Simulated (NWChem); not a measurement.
C$_{3}$H$_{5}$, doublet; SMILES [C](=C)C

Program: NWChem. Spin-unrestricted. Structure relaxed at the PBE0/def2-SVP, spin-unrestricted level. No stability test was run on the SCF state. Total energies compare along this basis series because the functional is fixed.

```
level            basis functions  energy (Ha)  highest occupied level (eV)  lowest empty minus highest occupied level, either spin (eV)  dipole (D)   <S²>
---------------  ---------------  -----------  ---------------------------  -----------------------------------------------------------  ----------  -----
PBE/cc-pVDZ                   67    -117.0627                        -4.62                                                         2.22        0.90  0.757
PBE/aug-cc-pVDZ              114    -117.0716                            ?                                                            ?        0.95  0.757
PBE/cc-pVTZ                  160    -117.1016                        -4.79                                                         2.19        0.92  0.757
```

What belongs in the gaps?


- PBE/aug-cc-pVDZ, highest occupied level (eV): -4.84
- PBE/aug-cc-pVDZ, lowest empty minus highest occupied level, either spin (eV): 2.13
